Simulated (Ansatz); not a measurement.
Pb₃O₄⁺. Charge 1, multiplicity 2. Geometry PBE0-D4/def2-SVP, basis def2-TZVP, Ansatz.

```xyz
7

Pb    1.7997   -1.6165    0.7522
Pb    0.8829    0.8027   -2.4182
Pb   -2.3248    1.0020    0.1197
O     0.0084   -0.6920    2.0296
O    -0.9338    1.0987   -1.3636
O     1.6377   -0.5643   -0.9824
O    -1.0701   -0.0307    1.8628
```

| run | HOMO (eV) | LUMO (eV) |
| --- | --- | --- |
| A | -9.90 | -6.81 |
| B | -8.78 | -7.83 |
| C | -8.51 | -8.05 |
| D | -8.62 | -8.20 |

In the def2 sets Pb takes a core potential; there is no spin–orbit coupling. The structure holds one bond between oxygen atoms, so isomers without such links may lie far lower. Another isomer (doublet) lies 0.34 eV lower at PBE0-D4/def2-TZVP; other spin states weren't run for this one.

HOMO and LUMO are taken over both spins.

Problem. The runs used PBE, PBE0, r2SCAN, revPBE. Estimate which is which.

Solution. A PBE0 (25 % exact exchange); B r2SCAN (0 % exact exchange); C revPBE (0 % exact exchange); D PBE (0 % exact exchange). Exact exchange lowers occupied and raises empty levels; among semilocal functionals meta-GGAs tend to open the gap a little, and such runs are hard to tell apart. The gap grows from 0.42 eV (PBE) to 3.09 eV (PBE0).
